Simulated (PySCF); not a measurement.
## The third ionisation energy along the halogens

Calculated with PySCF 2.14 from differences of total energies of unrestricted determinants, without spin-orbit coupling. Values in eV. The last column holds reference values (NIST; (s) semi-empirical, (t) theoretical, else measured). Unmarked ones compare directly (S terms, centres of terms, or small fine structure); those marked * lie between the lowest fine-structure levels and include a spin-orbit shift.

```csv
element,configurations,UHF,LDA,PBE,PBE0,MP2 (valence),SCS-MP2 (valence),reference
"F (dyall-av2z, non-relativistic)",[He] 2s2 2p3 → [He] 2s2 2p2,62.268,63.189,62.861,62.940,62.709,62.475,62.708 (s) *
"Cl (dyall-av2z, non-relativistic)",[Ne] 3s2 3p3 → [Ne] 3s2 3p2,38.943,39.639,39.565,39.641,39.422,39.252,39.8 ± 0.11 (s) *
"Br (dyall-av2z, non-relativistic)",[Ar] 3d10 4s2 4p3 → [Ar] 3d10 4s2 4p2,34.519,35.192,35.013,35.116,34.918,34.776,34.871 ± 0.019 *
"I (dyall-av2z, non-relativistic)",[Kr] 4d10 5s2 5p3 → [Kr] 4d10 5s2 5p2,29.655,30.324,30.121,30.228,29.982,29.868,29.57 ± 0.025 *
```

"Valence" correlates the outer s and p shells and, in groups 3 to 12 and the f block, the outer d or f shell, open or full, or the next shell where the ion has no valence electron left; the wider scheme adds the next inner shell.
